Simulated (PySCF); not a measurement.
Harmonic spectrum computed at PBE in the def2-TZVP basis family (core potentials from Rb on, PySCF, no spin–orbit coupling):

```json
{"ω (cm⁻¹)": "76", "IR (km/mol, summed over degenerate members)": "23.3", "degeneracy": "2"}
{"ω (cm⁻¹)": "345", "IR (km/mol, summed over degenerate members)": "0.0", "degeneracy": "1"}
{"ω (cm⁻¹)": "492", "IR (km/mol, summed over degenerate members)": "139", "degeneracy": "1"}
```

**Question.** Which molecule gave it? In each, all ligands are bound to the one heavy central atom.
A. WCl₂ (quintet)
B. MgCl₂ (singlet)
C. ZrCl₂ (triplet)
D. MnCl₂ (sextet)
E. FeCl₂ (quintet)

**Answer.** E. It has D∞h symmetry with Fe–Cl 2.123 Å (×2).
